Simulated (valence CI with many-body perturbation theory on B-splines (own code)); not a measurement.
Which ion has this spectrum?

A relativistic CI+MBPT calculation for an atom or ion with 40 electrons gives these levels (cm⁻¹):

```csv
J,Parity,E,g
0,even,0.0,
1,even,79944,1.50
2,even,114135,1.30
4,even,116077,1.10
3,even,125644,1.20
0,even,186888,
2,even,194614,1.15
4,even,194945,1.16
3,even,199672,1.12
5,even,213320,1.08
1,even,221082,1.15
6,even,223172,1.08
4,even,235024,1.03
3,even,235302,1.11
```

The energies are calculated, and their last digits are not significant.

(1) Which is it?
A. Tm29+
B. Yb30+
C. Hf32+
D. Ta33+

## Answers

(1) B. Yb30+, ground level (4d3/2^4) J=0.
